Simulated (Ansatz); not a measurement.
`O[SiH2][SiH]([SiH3])Cl` + H–F → `O[SiH2]F` + `[SiH3][SiH2]Cl`  (cleavage of the Si–Si bond)

Calculated with Ansatz (gas phase, PBE0-D4/def2-TZVP geometries, no zero-point term in ΔE). CCSD(T)/CBS is the MP2 limit (def2-TZVPP, def2-QZVPP) plus CCSD(T) − MP2 in def2-TZVPP, frozen cores. This one scheme is used for every species. Each species was taken in one conformer, which may not be the lowest.

```tsv
species	CCSD(T)/CBS(def2) energy (Eh)
`O[SiH2][SiH]([SiH3])Cl`	-1406.48439
H–F	-100.39570
`O[SiH2]F`	-465.96250
`[SiH3][SiH2]Cl`	-1040.97629
```

Problem. Work out ΔE.

Solution. ΔE = (-465.96250) + (-1040.97629) − (-1406.48439) − (-100.39570) = -0.05870 Eh = -154.1 kJ/mol.

Largest T1 diagnostic among the species: 0.012.

The D4 term adds +13.9 kJ/mol with B3LYP and +8.0 kJ/mol with PBE0; it sums over pairs of atoms, weighted by their polarisabilities, and B3LYP, whose exchange is more repulsive, gets the larger term. From PBE to PBE0 (25 % exact exchange), in def2-TZVPP and without D4, ΔE moves by −6.4 kJ/mol.

B3LYP here is the variant with VWN-RPA as its local correlation; programs differ in this.
